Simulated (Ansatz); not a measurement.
A nudged elastic band was laid between two geometries of C3H8N2Si (14 atoms, charge 0, multiplicity 1).

All numbers below come from RHF/def2-SVP (Ansatz 0.2.0).

```
movable images  : 5
climbing image  : from the first iteration
spring          : 5.0 eV/Å²
optimiser       : fire
start path      : IDPP
force threshold : 0.03 eV/Å
iteration limit : 60
end points      : relaxed
```

Initial state:

```xyz
14
Properties=species:S:1:pos:R:3
C -0.939 -0.899 1.053
N 0.160 -0.397 0.270
C 1.435 -1.071 0.376
C 0.023 0.659 -0.542
N 0.861 1.249 -1.310
Si -0.686 2.040 -1.419
H -1.825 -0.298 0.869
H -1.166 -1.938 0.794
H -0.711 -0.861 2.122
H 2.153 -0.571 -0.267
H 1.350 -2.116 0.066
H 1.802 -1.047 1.405
H -0.922 3.349 -0.786
H -1.548 1.873 -2.602
```

Final state:

```xyz
14
Properties=species:S:1:pos:R:3
C -0.967 -0.946 0.984
N 0.125 -0.453 0.187
C 1.291 -1.295 0.035
C 0.074 0.739 -0.421
N 0.920 1.342 -1.170
Si -0.500 2.333 -0.977
H -1.372 -1.874 0.570
H -0.646 -1.147 2.010
H -1.763 -0.206 1.013
H 2.022 -0.780 -0.580
H 1.028 -2.242 -0.445
H 1.738 -1.518 1.007
H -0.486 3.527 -0.115
H -1.476 2.491 -2.068
```

Question: Which bonds break or form, and what moves?

Answer: No bond is made or broken. The dihedral H8–C1–N2–C3 goes from -60 to 60°. The two ends are copies of one structure, up to a mirror image or an exchange of like atoms.

Question: Give the energies along the band, and the barrier.

Answer: The forces met the threshold. The highest image is number 3 of 0 to 6, 0.066 eV above the ends, which have the same energy within 2 meV. Another band between the same ends (5 images) ends at a top of the same energy, where a vibrational analysis finds 1 clearly imaginary mode.

| image | path coordinate (Å) | energy (eV) | dihedral H8–C1–N2–C3 (°) |
| --- | --- | --- | --- |
| 0 | 0.00 | 0.000 | -60 |
| 1 | 0.59 | 0.013 | -43 |
| 2 | 1.19 | 0.046 | -23 |
| 3 | 1.78 | 0.066 | 0 |
| 4 | 2.37 | 0.046 | 23 |
| 5 | 2.96 | 0.013 | 43 |
| 6 | 3.56 | 0.000 | 60 |

Question: What is the geometry of the highest image?

Answer: 
```xyz
14
Properties=species:S:1:pos:R:3
C -0.991 -0.934 0.971
N 0.131 -0.462 0.192
C 1.321 -1.279 0.069
C 0.075 0.726 -0.424
N 0.925 1.341 -1.159
Si -0.516 2.306 -1.001
H -1.894 -1.034 0.365
H -0.752 -1.916 1.377
H -1.213 -0.271 1.810
H 2.041 -0.744 -0.542
H 1.097 -2.236 -0.409
H 1.767 -1.477 1.047
H -0.537 3.508 -0.149
H -1.468 2.441 -2.117
```

The run took 6 min on 2 threads of Arm Neoverse V1, on a shared host, peak memory 0.3 GiB.
